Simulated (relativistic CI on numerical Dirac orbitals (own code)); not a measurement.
**Radial parameters of Yb XVI**

Computed by Dirac-Coulomb-Breit CI, orbitals from a KLI potential per configuration, model QED (radiative potential, 1s self-energy scaled to tabulated hydrogen-like ionisation energies), unscaled Slater integrals (own radial code, finite nucleus).

Slater integrals F^k, G^k are unscaled and averaged over j, outside the closed core [Ar] 3d10; ζ comes from projecting the Hamiltonian with its Breit term on Σ l·s of the shell.

- 4s²4p⁶4d¹⁰4f⁹: F^2(4f,4f) = 173000, F^4(4f,4f) = 110730, F^6(4f,4f) = 80323, ζ(4f) = 3706.5 cm⁻¹; <r>(4f) = 0.5808, <r^2>(4f) = 0.3988 (bohr units).
- 4s²4p⁶4d¹⁰4f⁷5s²: F^2(4f,4f) = 178950, F^4(4f,4f) = 114800, F^6(4f,4f) = 83356, ζ(4f) = 3994.1 cm⁻¹; <r>(4f) = 0.5648, <r^2>(4f) = 0.3761 (bohr units).
- 4s²4p⁶4d⁹4f¹⁰: ζ(4d) = 30905, F^2(4f,4f) = 173100, F^4(4f,4f) = 110800, F^6(4f,4f) = 80372, F^2(4d,4f) = 175860, F^4(4d,4f) = 114030, G^1(4d,4f) = 202750, G^3(4d,4f) = 131010, G^5(4d,4f) = 93703, ζ(4f) = 3689.2 cm⁻¹; <r>(4d) = 0.5392, <r^2>(4d) = 0.3345, <r>(4f) = 0.5805, <r^2>(4f) = 0.3984 (bohr units).

Averages of the first 6 configurations, taken without configuration mixing, which lowers the lowest level and can move excited configurations by several eV; other configurations of the list can lie among them:

| Configuration | Parity | States | Average energy above the lowest level (eV) |
| --- | --- | --- | --- |
| 4s²4p⁶4d¹⁰4f⁹ | odd | 2002 | 22.1 |
| 4s²4p⁶4d¹⁰4f⁷5s² | odd | 3432 | 20.9 |
| 4s²4p⁶4d⁹4f¹⁰ | even | 10010 | 214.7 |
| 4s²4p⁵4d¹⁰4f¹⁰ | odd | 6006 | 391.0 |
| 4s4p⁶4d¹⁰4f¹⁰ | even | 2002 | 517.9 |
| 4p⁶4d¹⁰4f¹¹ | odd | 364 | 1016.0 |
